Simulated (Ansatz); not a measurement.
Consider the formal hydrolysis of the Si–Cl bond: `C[Si](O)([SiH3])Cl` + H₂O → `C[Si](O)(O)[SiH3]` + HCl.

Computed with Ansatz on PBE0-D4/def2-TZVP structures; ΔE is electronic, products minus reactants. CCSD(T)/CBS is the MP2 limit (def2-TZVPP, def2-QZVPP) plus CCSD(T) − MP2 in def2-TZVPP, frozen cores. This one scheme is used for every species. Functionals use def2-TZVPP. B3LYP here is the variant with VWN-RPA as its local correlation; programs differ in this. Each species was taken in one conformer, which may not be the lowest.

`C[Si](O)([SiH3])Cl`:

```xyz
12

C    -0.756   -1.563    0.154
Si    0.489   -0.185    0.237
O     0.827    0.257    1.782
Si   -0.139    1.769   -0.883
Cl    2.219   -0.903   -0.661
H    -0.965   -1.830   -0.884
H    -0.379   -2.454    0.663
H    -1.691   -1.259    0.631
H     1.229   -0.391    2.364
H    -1.369    2.347   -0.276
H    -0.423    1.441   -2.306
H     0.957    2.771   -0.821
```

H₂O:

Cartesian coordinates in Å:
```
O 0.260 0.289 0.017
H -0.050 -0.173 -0.765
H -0.210 -0.116 0.748
```

`C[Si](O)(O)[SiH3]`:

Z-matrix (Å, degrees):
```
C
Si 1 1.866
H 1 1.094 2 111.0
H 1 1.093 2 110.5 3 119.8
H 1 1.094 2 111.5 3 -120.5
O 2 1.643 1 112.3 3 -61.3
O 2 1.655 1 109.3 3 56.5
Si 2 2.347 1 111.8 3 -179.5
H 6 0.959 2 117.2 1 77.0
H 7 0.958 2 117.6 1 33.8
H 8 1.489 2 111.3 1 58.8
H 8 1.487 2 111.5 1 -179.6
H 8 1.492 2 109.5 1 -60.0
```

HCl:

Z-matrix (Å, degrees):
```
Cl
H 1 1.279
```

(1) Is it downhill or uphill in electronic energy at CCSD(T)/CBS, and by how much? (Estimate.)

(2) What do these levels give: B3LYP-D4, ωB97X-V, ωB97M-V, B2PLYP, PBE0, HF/def2-TZVPP? (An estimate is asked.)

Largest T1 diagnostic among the species: 0.012.

Results:

(1) Computed: Uphill: ΔE = +12.3 kJ/mol.

(2) Computed: B3LYP-D4 9.7, ωB97X-V 9.9, ωB97M-V 10.7, B2PLYP 7.0, PBE0 13.8, HF/def2-TZVPP 3.0 kJ/mol.

The D4 term adds +4.0 kJ/mol with B3LYP and +2.1 kJ/mol with PBE0; it sums over pairs of atoms, weighted by their polarisabilities, and B3LYP, whose exchange is more repulsive, gets the larger term. In def2-TZVPP, CCSD(T) changes the Hartree–Fock value by +3.5 kJ/mol (the triples alone add +1.5 kJ/mol) and MP2 by +9.1 kJ/mol.
